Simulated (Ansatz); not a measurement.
Ansatz (an electronic-structure program) input file for C2F5, SMILES F[C](F)C(F)(F)F (connectivity only; charge and spin as stated), charge +1, multiplicity 1, PBE-D3(BJ)/def2-SVP. 

Ansatz 0.2 input:
```yaml
crystal:
  periodic: [false, false, false]
  atoms:
    - {symbol: F, position_ang: [1.52412711, -0.01553012, -1.05211369]}
    - {symbol: C, position_ang: [0.88725255, -0.02822755, 0.00000001]}
    - {symbol: F, position_ang: [1.52412710, -0.01553012, 1.05211370]}
    - {symbol: C, position_ang: [-0.69215479, -0.00716364, -0.00000001]}
    - {symbol: F, position_ang: [-0.99603945, 1.26567573, 0.00000000]}
    - {symbol: F, position_ang: [-1.09113996, -0.60551068, 1.08033781]}
    - {symbol: F, position_ang: [-1.09113996, -0.60551068, -1.08033782]}
basis:
  gaussian:
    orbitals: def2-SVP
hamiltonian:
  xc: pbe
  dispersion: d3bj
total_charge: 1
relax: {f_tol: 0.002, max_steps: 200}
```

Output:

```
WARN ansatz: RAYON_NUM_THREADS=1 ignored (pool sized by the plan → 1); use --threads N
Functional definition: PBE
integrals: 0.04 GiB planned
1056 factors; their error is unknown
mean field: 0.24 GiB planned
mean field evaluation 1: about -15614.6826 eV, gradient 6.5e1 eV
mean field evaluation 2: about -15594.4690 eV, gradient 1.3e2 eV
mean field evaluation 4: about -15620.5222 eV, gradient 7.9e0 eV
mean field evaluation 8: about -15620.5409 eV, gradient 1.9e-1 eV
mean field evaluation 16: about -15620.5410 eV, gradient 9.8e-5 eV
mean field -15620.54101007 eV, -574.0442941371 hartree, gradient 1.0e-5 eV, S^2 0.000000; 0 other end points of the search recorded, 0 dependent functions left out
the calculation of the forces begins
reference -15620.54102282 eV, -574.0442946055 hartree; 28, 28 occupied and 70, 70 virtual orbitals, 1056 factors
relax step   1: F+E_penalty+E_count = -15620.64387756 eV  Δ(F+E_penalty+E_count) = +0.000e0 eV  max|allowed force component| = 1.168e0 eV/Å  Δτ_max = 0.0000 Å  (30 SCF iters, accepted)
these checks for a lower state are left out or cut short: starts, cluster_reference, orbital_swaps, neighbouring_geometries, increment
integrals: 0.04 GiB planned
1056 factors; their error is unknown
mean field: 0.24 GiB planned
mean field -15620.59004875 eV, -574.0460962754 hartree, gradient 2.0e-5 eV, S^2 0.000000; 0 other end points of the search recorded, 0 dependent functions left out
the calculation of the forces begins
reference -15620.59006146 eV, -574.0460967424 hartree; 28, 28 occupied and 70, 70 virtual orbitals, 1056 factors
relax step   2: F+E_penalty+E_count = -15620.69249082 eV  Δ(F+E_penalty+E_count) = -4.861e-2 eV  max|allowed force component| = 4.243e-1 eV/Å  Δτ_max = 0.0154 Å  (31 SCF iters, accepted)
these checks for a lower state are left out or cut short: starts, cluster_reference, orbital_swaps, neighbouring_geometries, increment
integrals: 0.04 GiB planned
1056 factors; their error is unknown
mean field: 0.24 GiB planned
mean field evaluation 32: about -15620.5968 eV, gradient 1.1e-3 eV
mean field -15620.59681770 eV, -574.0463450295 hartree, gradient 2.1e-5 eV, S^2 0.000000; 0 other end points of the search recorded, 0 dependent functions left out
the calculation of the forces begins
reference -15620.59683038 eV, -574.0463454957 hartree; 28, 28 occupied and 70, 70 virtual orbitals, 1056 factors
relax step   3: F+E_penalty+E_count = -15620.69907587 eV  Δ(F+E_penalty+E_count) = -6.585e-3 eV  max|allowed force component| = 8.725e-2 eV/Å  Δτ_max = 0.0083 Å  (31 SCF iters, accepted)
these checks for a lower state are left out or cut short: starts, cluster_reference, orbital_swaps, neighbouring_geometries, increment
integrals: 0.04 GiB planned
1056 factors; their error is unknown
mean field: 0.24 GiB planned
mean field -15620.59681670 eV, -574.0463449930 hartree, gradient 2.1e-5 eV, S^2 0.000000; 0 other end points of the search recorded, 0 dependent functions left out
the calculation of the forces begins
reference -15620.59682939 eV, -574.0463454593 hartree; 28, 28 occupied and 70, 70 virtual orbitals, 1056 factors
relax step   4: F+E_penalty+E_count = -15620.69905746 eV  Δ(F+E_penalty+E_count) = +1.842e-5 eV  max|allowed force component| = 9.976e-2 eV/Å  Δτ_max = 0.0088 Å  (31 SCF iters, rejected (line search))
these checks for a lower state are left out or cut short: starts, cluster_reference, orbital_swaps, neighbouring_geometries, increment
integrals: 0.04 GiB planned
1056 factors; their error is unknown
mean field: 0.24 GiB planned
mean field -15620.59708158 eV, -574.0463547272 hartree, gradient 2.1e-5 eV, S^2 0.000000; 0 other end points of the search recorded, 0 dependent functions left out
the calculation of the forces begins
reference -15620.59709427 eV, -574.0463551933 hartree; 28, 28 occupied and 70, 70 virtual orbitals, 1056 factors
relax step   5: F+E_penalty+E_count = -15620.69934159 eV  Δ(F+E_penalty+E_count) = -2.657e-4 eV  max|allowed force component| = 2.060e-2 eV/Å  Δτ_max = 0.0043 Å  (32 SCF iters, accepted)
these checks for a lower state are left out or cut short: starts, cluster_reference, orbital_swaps, neighbouring_geometries, increment
integrals: 0.04 GiB planned
1056 factors; their error is unknown
mean field: 0.24 GiB planned
mean field -15620.59711331 eV, -574.0463558931 hartree, gradient 2.1e-5 eV, S^2 0.000000; 0 other end points of the search recorded, 0 dependent functions left out
the calculation of the forces begins
reference -15620.59712599 eV, -574.0463563591 hartree; 28, 28 occupied and 70, 70 virtual orbitals, 1056 factors
relax step   6: F+E_penalty+E_count = -15620.69941086 eV  Δ(F+E_penalty+E_count) = -6.927e-5 eV  max|allowed force component| = 1.787e-2 eV/Å  Δτ_max = 0.0074 Å  (31 SCF iters, accepted)
these checks for a lower state are left out or cut short: starts, cluster_reference, orbital_swaps, neighbouring_geometries, increment
integrals: 0.04 GiB planned
1056 factors; their error is unknown
mean field: 0.24 GiB planned
mean field evaluation 64: about -15620.5971 eV, gradient 9.0e-6 eV
mean field -15620.59713282 eV, -574.0463566100 hartree, gradient 9.0e-6 eV, S^2 0.000000; 0 other end points of the search recorded, 0 dependent functions left out
the calculation of the forces begins
reference -15620.59714550 eV, -574.0463570760 hartree; 28, 28 occupied and 70, 70 virtual orbitals, 1056 factors
relax step   7: F+E_penalty+E_count = -15620.69942387 eV  Δ(F+E_penalty+E_count) = -1.300e-5 eV  max|allowed force component| = 3.452e-3 eV/Å  Δτ_max = 0.0013 Å  (24 SCF iters, accepted)
these checks for a lower state are left out or cut short: starts, cluster_reference, orbital_swaps, neighbouring_geometries, increment
integrals: 0.04 GiB planned
1056 factors; their error is unknown
mean field: 0.24 GiB planned
mean field -15620.59713363 eV, -574.0463566397 hartree, gradient 2.7e-5 eV, S^2 0.000000; 0 other end points of the search recorded, 0 dependent functions left out
the calculation of the forces begins
reference -15620.59714631 eV, -574.0463571058 hartree; 28, 28 occupied and 70, 70 virtual orbitals, 1056 factors
relax step   8: F+E_penalty+E_count = -15620.69942434 eV  Δ(F+E_penalty+E_count) = -4.738e-7 eV  max|allowed force component| = 3.669e-4 eV/Å  Δτ_max = 0.0001 Å  (19 SCF iters, accepted)
integrals: 0.04 GiB planned
1056 factors; their error is unknown
mean field: 0.24 GiB planned
mean field -15620.59713363 eV, -574.0463566397 hartree, gradient 2.7e-5 eV, S^2 0.000000; 1 other end points of the search recorded, 0 dependent functions left out
the calculation of the forces begins
reference -15620.59714631 eV, -574.0463571058 hartree; 28, 28 occupied and 70, 70 virtual orbitals, 1056 factors
Total energy: -15620.69943702 eV, -574.0501162202 hartree
Atom 0 at     1.538922    -0.007476    -1.066274 Å, force    -0.000081     0.000050     0.000164 eV/Å
Atom 1 at     0.889177    -0.030506     0.000000 Å, force     0.000243    -0.000074     0.000000 eV/Å
Atom 2 at     1.538922    -0.007476     1.066274 Å, force    -0.000081     0.000050    -0.000164 eV/Å
Atom 3 at    -0.696219    -0.017560    -0.000000 Å, force    -0.000154    -0.000025     0.000000 eV/Å
Atom 4 at    -0.986081     1.282209    -0.000000 Å, force     0.000059    -0.000330    -0.000000 eV/Å
Atom 5 at    -1.109844    -0.615495     1.094200 Å, force     0.000007     0.000165     0.000367 eV/Å
Atom 6 at    -1.109844    -0.615495    -1.094200 Å, force     0.000007     0.000165    -0.000367 eV/Å
Dipole moment:     0.651145    -0.033242     0.000000 e Å
```

Self-consistency was reached.

Cost: around 16 core-seconds (rough).
